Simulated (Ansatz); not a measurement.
C2H6Si (SMILES C[Si]C), singlet, at a GFN2-xTB geometry. Base run: PBE0/aug-cc-pVDZ run with Ansatz (a first-principles code).

Input for Ansatz:
Ansatz 0.2 input:
```yaml
crystal:
  periodic: [false, false, false]
  atoms:
    - {symbol: Si, position_ang: [-0.25781853, 0.11561357, 0.69927516]}
    - {symbol: C, position_ang: [0.74714689, 1.26727629, -0.47256628]}
    - {symbol: H, position_ang: [0.92573921, 2.24312512, -0.02482989]}
    - {symbol: H, position_ang: [0.22513318, 1.43369211, -1.41547096]}
    - {symbol: H, position_ang: [1.72091760, 0.83786826, -0.71036843]}
    - {symbol: C, position_ang: [-0.40578857, -1.42035160, -0.45329187]}
    - {symbol: H, position_ang: [0.57448304, -1.79226401, -0.75330936]}
    - {symbol: H, position_ang: [-0.95623279, -1.18077588, -1.36366825]}
    - {symbol: H, position_ang: [-0.92873070, -2.24178365, 0.03294363]}
basis:
  gaussian:
    orbitals: aug-cc-pVDZ
hamiltonian:
  xc: pbe0
```

Each row names what was changed in the base input (with any setting that the change needs).

| change | ΔE vs base (mEh) |
|---|---|
| base | 0.000 |
| symmetry_tolerance_ang = 0.01 | 0.000 |
| occupation = up:A:8 B:8 down:A:8 B:8 | 187.6 |
| occupation = up:A:9 B:7 down:A:9 B:7 | 0.000 |
| occupation = up:A:10 B:6 down:A:10 B:6 | 642.7 |
